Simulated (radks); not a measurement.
The numbers below are computed, except where a source is named.
Eu XXXIII, 31 electrons, occupied as [Ar] 3d10 4s2 4p1. Level of theory: non-relativistic Kohn-Sham, TPSS, spin-polarised, spherical densities, point nucleus; open shells are filled with parallel spins first (spin-orbit coupling, left out, can overturn this in heavy ions); meta-GGA in the generalised Kohn-Sham scheme; relativity is left out, which matters for an element this heavy (a radial shooting solver on a logarithmic mesh with Libxc functionals).

Unscreened Slater integrals over Kohn-Sham orbitals (eV). They are taken over the spin-up orbitals.

| integral | value |
|---|---|
| F0(4p,4p) | 46.617 |
| F2(4p,4p) | 24.438 |
| F0(4p,4s) | 46.560 |
| G1(4p,4s) | 31.511 |
| F0(4p,3d) | 59.198 |
| F2(4p,3d) | 16.786 |
| G1(4p,3d) | 5.4856 |
| G3(4p,3d) | 5.5144 |
| F0(4p,3p) | 57.976 |
| F2(4p,3p) | 18.195 |
| G0(4p,3p) | 4.8389 |
| G2(4p,3p) | 5.8963 |
| F0(4s,4s) | 46.528 |
| F0(4s,3d) | 58.802 |
| G2(4s,3d) | 5.2825 |
| F0(4s,3p) | 57.633 |
| G1(4s,3p) | 5.8005 |
| F0(3d,3d) | 111.29 |
| F2(3d,3d) | 56.851 |
| F4(3d,3d) | 36.605 |
| F0(3d,3p) | 102.83 |
| F2(3d,3p) | 49.447 |
| G1(3d,3p) | 53.412 |
| G3(3d,3p) | 35.417 |
| F0(3p,3p) | 97.732 |
| F2(3p,3p) | 49.423 |

Derived for the open shells (J is the average intra-shell exchange parameter used in DFT+U). 4p: J = F2/5 = 4.888 eV.
